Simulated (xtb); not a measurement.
xtb input (GFN2-xTB):

```bash
xtb mol.xyz --gfn 2 --sp --chrg -1 --uhf 0
```
mol.xyz:
```
12

Si    -0.01243507    -1.39719965    -0.63873104
O      1.44479969    -0.62407563    -0.03801316
Si     1.98336691     0.86699624     0.23767817
O     -1.18913702    -0.61996179     0.43108121
Si    -2.05996434     0.71711162     0.20230679
H     -0.24645890    -0.38767663    -1.82693023
H      1.78518814     1.79810202    -0.91176570
H      1.36546486     1.52566070     1.42646762
H      3.45394530     0.83852229     0.51252749
H     -2.83191037     1.04508054     1.44258294
H     -1.24620797     1.92350736    -0.12186464
H     -3.07886759     0.59238790    -0.88311689
```

End of the output:

```
         :::::::::::::::::::::::::::::::::::::::::::::::::::::
         ::                     SUMMARY                     ::
         :::::::::::::::::::::::::::::::::::::::::::::::::::::
         :: total energy             -17.249859834305 Eh    ::
         :: gradient norm              0.054976233140 Eh/a0 ::
         :: HOMO-LUMO gap              3.153668365071 eV    ::
         ::.................................................::
         :: SCC energy               -17.335100148955 Eh    ::
         :: -> isotropic ES            0.184045667249 Eh    ::
         :: -> anisotropic ES         -0.015871956811 Eh    ::
         :: -> anisotropic XC         -0.006613329708 Eh    ::
         :: -> dispersion             -0.013373164264 Eh    ::
         :: repulsion energy           0.085240314650 Eh    ::
         :: add. restraining           0.000000000000 Eh    ::
         :: total charge              -1.000000000000 e     ::
         :::::::::::::::::::::::::::::::::::::::::::::::::::::

           -------------------------------------------------
          |                Property Printout                |
           -------------------------------------------------

    * Orbital Energies and Occupations

         #    Occupation            Energy/Eh            Energy/eV
      -------------------------------------------------------------
         1        2.0000           -0.5767637             -15.6945
       ...           ...                  ...                  ...
         4        2.0000           -0.4373782             -11.9017
         5        2.0000           -0.3900013             -10.6125
         6        2.0000           -0.3128710              -8.5137
         7        2.0000           -0.3000428              -8.1646
         8        2.0000           -0.2966435              -8.0721
         9        2.0000           -0.2913777              -7.9288
        10        2.0000           -0.2852989              -7.7634
        11        2.0000           -0.2705065              -7.3609
        12        2.0000           -0.2580428              -7.0217
        13        2.0000           -0.2545227              -6.9259
        14        2.0000           -0.2462897              -6.7019
        15        2.0000           -0.2342694              -6.3748
        16        2.0000           -0.1282009              -3.4885 (HOMO)
        17                         -0.0123057              -0.3349 (LUMO)
        18                         -0.0102557              -0.2791
        19                          0.0111011               0.3021
        20                          0.0131042               0.3566
        21                          0.0156091               0.4247
        22                          0.0203392               0.5535
        23                          0.0352423               0.9590
        24                          0.0539240               1.4673
        25                          0.1257995               3.4232
        26                          0.1360722               3.7027
        27                          0.1445892               3.9345
       ...                                ...                  ...
        42                          0.9968556              27.1258
      -------------------------------------------------------------
                  HL-Gap            0.1158952 Eh            3.1537 eV
             Fermi-level           -0.0702533 Eh           -1.9117 eV

     #   Z          covCN         q      C6AA      α(0)
     1  14 Si       2.591     0.350   182.034    29.613
     2   8 O        1.532    -0.503    23.051     6.476
     3  14 Si       3.573     0.514    98.199    19.060
     4   8 O        1.530    -0.518    23.372     6.521
     5  14 Si       3.628     0.517    97.313    18.926
     6   1 H        0.859    -0.255    16.170     6.299
     7   1 H        0.909    -0.172     8.937     4.677
     8   1 H        0.909    -0.175     9.108     4.721
     9   1 H        0.908    -0.204    11.123     5.217
    10   1 H        0.907    -0.206    11.287     5.256
    11   1 H        0.910    -0.167     8.643     4.599
    12   1 H        0.908    -0.182     9.523     4.828

 Mol. C6AA /au·bohr⁶  :       4203.069465
 Mol. C8AA /au·bohr⁸  :     159400.032276
 Mol. α(0) /au        :        116.191743

Wiberg/Mayer (AO) data.
largest (>0.10) Wiberg bond orders for each atom

 ---------------------------------------------------------------------------
     #   Z sym  total        # sym  WBO       # sym  WBO       # sym  WBO
 ---------------------------------------------------------------------------
     1  14 Si   2.342 --     6 H    0.888     2 O    0.700     4 O    0.678
     2   8 O    2.243 --     3 Si   1.415     1 Si   0.700
     3  14 Si   4.056 --     2 O    1.415     7 H    0.873     8 H    0.872
                             9 H    0.855
     4   8 O    2.218 --     5 Si   1.416     1 Si   0.678
     5  14 Si   4.044 --     4 O    1.416    11 H    0.876    12 H    0.869
                            10 H    0.856
     6   1 H    0.935 --     1 Si   0.888
     7   1 H    0.970 --     3 Si   0.873
     8   1 H    0.969 --     3 Si   0.872
     9   1 H    0.958 --     3 Si   0.855
    10   1 H    0.958 --     5 Si   0.856
    11   1 H    0.972 --     5 Si   0.876
    12   1 H    0.967 --     5 Si   0.869
 ---------------------------------------------------------------------------

Topologies differ in total number of bonds
Writing topology from bond orders to xtbtopo.mol

molecular dipole:
                 x           y           z       tot (Debye)
 q only:        0.003      -0.626      -0.092
   full:       -0.053       0.947       0.169       2.450
molecular quadrupole (traceless):
                xx          xy          yy          xz          yz          zz
 q only:      -10.797       0.040       7.456       0.582       0.412       3.341
  q+dip:       -8.174       0.098       0.827       1.027      -4.134       7.347
   full:       -4.985       0.368      -2.727       0.497      -2.281       7.712

           -------------------------------------------------
Note: The following floating-point exceptions are signalling: IEEE_UNDERFLOW_FLAG IEEE_DENORMAL
normal termination of xtb
          | TOTAL ENERGY              -17.249859834305 Eh   |
          | GRADIENT NORM               0.054976233140 Eh/α |
          | HOMO-LUMO GAP               3.153668365071 eV   |
           -------------------------------------------------

------------------------------------------------------------------------
------------------------------------------------------------------------
 total:
 SCF:
```

It need not be the lowest isomer of its formula. Whether it binds its extra electron was not tested at this geometry.
